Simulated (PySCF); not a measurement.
Cl₃Pb (SMILES [Cl][Pb-]([Cl])[Cl]), charge -1, singlet, at a GFN2-xTB geometry (such geometries of metal compounds can be far from the true shape) (core potentials on Pb); PySCF with DF-HF/def2-TZVPP.

The PySCF input:
```python
from pyscf import gto, scf

mol = gto.M(
    atom='''
Pb   -0.00361800    0.00715892    0.42408556
Cl    2.27112670   -0.56342976   -0.65322014
Cl   -0.64852821    2.22612561   -0.72521865
Cl   -1.60514694   -1.69722710   -0.66715038
''',
    basis='def2-tzvpp',
    ecp={'Pb': 'def2-tzvpp'},
    charge=-1,
    verbose=5,
)

mf = scf.RHF(mol)
mf = mf.density_fit(auxbasis='def2-universal-jkfit')
mf.kernel()
mf.analyze()
```

Output, abridged:

```
PySCF version 2.14.0

[INPUT] verbose = 5
[INPUT] max_memory = 4000
[INPUT] num. atoms = 4
[INPUT] num. electrons = 74
[INPUT] charge = -1
[INPUT] spin (= nelec alpha-beta = 2S) = 0
[INPUT] symmetry False subgroup None
[INPUT] Mole.unit = angstrom
[INPUT] Symbol           X                Y                Z      unit          X                Y                Z       unit  Magmom
[...]
[INPUT] ---------------- BASIS SET ----------------
[INPUT] l, kappa, [nprim/nctr], expnt,             c_1 c_2 ...
[INPUT] Pb
[...]
                                46.757232559      0.005696195913
                                20.746462696      -0.21374063831
                                14.610796419      0.40502620616
[...]
                                6.4767324865      0.97910892388
[...]
                                14.693144415      -0.72498497086
                                6.8705890048      0.37680007984
[...]
                                1.2209125119      0.46058131862
                                0.63367559815     0.19367655397
[...]
                                12.37219584       0.013788683942
                                6.9254944983      -0.075979608103
                                2.3319539939      0.28113784298
                                1.2108730003      0.44474512269
                                0.60090478506     0.35326874351
[...]
[INPUT] Cl
[...]
                                10426.15688       0.0041990463961
                                2373.2334061      0.021592141679
                                671.56420071      0.084598850094
                                218.4199979       0.24757249724
                                77.572249714      0.47016930228
                                28.888815277      0.37436370716
[...]
                                39.339582961      0.10786112456
                                7.6740679989      -0.27408821574
[...]
                                1.8385832573      0.68636955368
[...]
                                157.6424169       0.018879300374
                                50.262520978      0.087206341273
                                18.536078105      0.2528561297
                                7.2940532777      0.4350715482
[...]
nuclear repulsion = 343.657363279112
number of shells = 58
number of NR pGTOs = 280
number of NR cGTOs = 176
basis = def2-tzvpp
ecp = {'Pb': 'def2-tzvpp'}

******** <class 'pyscf.df.df_jk.DFRHF'> ********
method = DFRHF
initial guess = minao
damping factor = 0
level_shift factor = 0
DIIS = <class 'pyscf.scf.diis.CDIIS'>
diis_start_cycle = 1
diis_space = 8
diis_damp = 0
SCF conv_tol = 1e-09
SCF conv_tol_grad = None
SCF max_cycles = 50
direct_scf = False
Set gradient conv threshold to 3.16228e-05
Initial guess from minao.
Density of valence part of ANO basis will be used as initial guess for Pb
******** <class 'pyscf.df.df.DF'> ********
auxbasis = def2-universal-jkfit
num shells = 167, num cGTOs = 635
size of aux basis 635
int3c2e [1/1], AO [0:58], nrow = 15576
E1 = -2863.0443569739223  E2 = 981.7249893145872  Ecoul = 1077.0060043181838  Exc = -95.28101500359662
init E= -1537.66200438022
cond(S) = 472.76709879597416
[...]
  mo_energy =
[-1.05106065e+02 -1.05106065e+02 -1.05106065e+02 -1.08677874e+01
 -1.08677688e+01 -1.08677688e+01 -8.32749403e+00 -8.32747962e+00
 -8.32747961e+00 -8.32537532e+00 -8.32537489e+00 -8.32537488e+00
 -8.32537147e+00 -8.32537146e+00 -8.32537117e+00 -7.14378695e+00
 -4.83505851e+00 -4.83505851e+00 -4.83355918e+00 -1.99883599e+00
 -1.99883599e+00 -1.99289558e+00 -1.99289558e+00 -1.99261863e+00
 -1.47644179e+00 -1.38237785e+00 -1.38237785e+00 -1.14246862e+00
 -7.93145367e-01 -7.93145366e-01 -7.43790539e-01 -7.05066354e-01
 -7.05066354e-01 -6.90673471e-01 -6.90673470e-01 -6.84890428e-01
 -6.65066393e-01 -4.23244252e-01 -3.83738971e-01 -3.83738969e-01
 -8.20371412e-02 -7.40270239e-02 -7.40270237e-02 -3.69893478e-02
 -2.75899469e-02 -2.75899466e-02 -6.23280659e-03  4.21159394e-02
[...]
converged SCF energy = -1570.61510095944
Total Energy =                       -1570.615100959441861
[...]
0 Pb 5dz^2       0.00000
0 Pb 5dxz       -0.00000
0 Pb 5dx2-y2     0.00000
0 Pb 6dxy       -0.01949
0 Pb 6dyz       -0.00026
0 Pb 6dz^2      -0.00012
0 Pb 6dxz       -0.00004
0 Pb 6dx2-y2    -0.00020
0 Pb 7dxy       -0.00536
0 Pb 7dyz       -0.00007
0 Pb 7dz^2       0.00003
0 Pb 7dxz       -0.00009
0 Pb 7dx2-y2    -0.00036
0 Pb 5f-3        0.00011
0 Pb 5f-2       -0.00025
0 Pb 5f-1       -0.00511
0 Pb 5f+0       -0.00011
0 Pb 5f+1        0.00014
0 Pb 5f+2       -0.00378
0 Pb 5f+3       -0.00046
0 Pb 6f-3       -0.00012
0 Pb 6f-2        0.00028
0 Pb 6f-1        0.00584
0 Pb 6f+0        0.00013
0 Pb 6f+1       -0.00017
0 Pb 6f+2        0.00448
0 Pb 6f+3       -0.00004
1 Cl 1s         -0.00000
1 Cl 2s          0.00001
1 Cl 3s          0.00104
1 Cl 4s         -0.01000
1 Cl 5s          0.00229
1 Cl 2px        -0.00000
1 Cl 2py         0.00000
1 Cl 2pz         0.00000
1 Cl 3px         0.00222
1 Cl 3py        -0.00056
1 Cl 3pz        -0.00105
1 Cl 4px        -0.02205
1 Cl 4py         0.00559
1 Cl 4pz         0.00890
1 Cl 5px         0.01118
1 Cl 5py        -0.00280
1 Cl 5pz        -0.00522
1 Cl 6px        -0.00273
1 Cl 6py         0.00069
1 Cl 6pz         0.00133
1 Cl 3dxy       -0.00099
1 Cl 3dyz        0.00020
1 Cl 3dz^2      -0.00110
1 Cl 3dxz       -0.00068
1 Cl 3dx2-y2     0.00173
1 Cl 4dxy        0.00120
1 Cl 4dyz       -0.00030
1 Cl 4dz^2       0.00120
1 Cl 4dxz        0.00109
1 Cl 4dx2-y2    -0.00214
1 Cl 5dxy        0.00006
1 Cl 5dyz        0.00001
1 Cl 5dz^2       0.00010
1 Cl 5dxz        0.00008
1 Cl 5dx2-y2    -0.00019
1 Cl 4f-3       -0.00010
1 Cl 4f-2        0.00018
1 Cl 4f-1       -0.00003
1 Cl 4f+0        0.00023
1 Cl 4f+1        0.00011
1 Cl 4f+2       -0.00040
1 Cl 4f+3        0.00016
2 Cl 1s         -0.00000
2 Cl 2s          0.00001
2 Cl 3s          0.00104
2 Cl 4s         -0.01011
2 Cl 5s          0.00230
2 Cl 2px         0.00000
2 Cl 2py        -0.00000
2 Cl 2pz         0.00000
2 Cl 3px        -0.00063
2 Cl 3py         0.00216
2 Cl 3pz        -0.00112
2 Cl 4px         0.00626
2 Cl 4py        -0.02165
2 Cl 4pz         0.00959
2 Cl 5px        -0.00318
2 Cl 5py         0.01088
2 Cl 5pz        -0.00556
2 Cl 6px         0.00077
2 Cl 6py        -0.00267
2 Cl 6pz         0.00142
2 Cl 3dxy       -0.00104
2 Cl 3dyz       -0.00082
2 Cl 3dz^2      -0.00108
2 Cl 3dxz        0.00020
2 Cl 3dx2-y2    -0.00171
2 Cl 4dxy        0.00129
2 Cl 4dyz        0.00123
2 Cl 4dz^2       0.00116
2 Cl 4dxz       -0.00033
2 Cl 4dx2-y2     0.00207
2 Cl 5dxy        0.00014
2 Cl 5dyz        0.00007
2 Cl 5dz^2       0.00010
2 Cl 5dxz       -0.00005
2 Cl 5dx2-y2     0.00014
2 Cl 4f-3       -0.00009
2 Cl 4f-2        0.00026
2 Cl 4f-1        0.00015
2 Cl 4f+0        0.00022
2 Cl 4f+1       -0.00005
2 Cl 4f+2        0.00035
2 Cl 4f+3        0.00014
3 Cl 1s         -0.00000
3 Cl 2s          0.00001
3 Cl 3s          0.00104
3 Cl 4s         -0.00993
3 Cl 5s          0.00228
3 Cl 2px         0.00000
3 Cl 2py         0.00000
3 Cl 2pz         0.00000
3 Cl 3px        -0.00156
3 Cl 3py        -0.00166
3 Cl 3pz        -0.00106
3 Cl 4px         0.01553
3 Cl 4py         0.01649
3 Cl 4pz         0.00902
3 Cl 5px        -0.00786
3 Cl 5py        -0.00840
3 Cl 5pz        -0.00529
3 Cl 6px         0.00192
3 Cl 6py         0.00203
3 Cl 6pz         0.00134
3 Cl 3dxy        0.00197
3 Cl 3dyz        0.00050
3 Cl 3dz^2      -0.00108
3 Cl 3dxz        0.00052
3 Cl 3dx2-y2    -0.00007
3 Cl 4dxy       -0.00243
3 Cl 4dyz       -0.00082
3 Cl 4dz^2       0.00118
3 Cl 4dxz       -0.00081
3 Cl 4dx2-y2     0.00012
3 Cl 5dxy       -0.00020
3 Cl 5dyz       -0.00008
3 Cl 5dz^2       0.00010
3 Cl 5dxz       -0.00003
3 Cl 5dx2-y2     0.00005
3 Cl 4f-3       -0.00009
3 Cl 4f-2       -0.00043
3 Cl 4f-1       -0.00009
3 Cl 4f+0        0.00023
3 Cl 4f+1       -0.00007
3 Cl 4f+2        0.00006
3 Cl 4f+3        0.00016

WARN: System has nonzero charge -1; the dipole moment is origin-dependent.
Location of origin: [0. 0. 0.]

Dipole moment(X, Y, Z, Debye): -0.04567,  0.09037,  5.35358
```
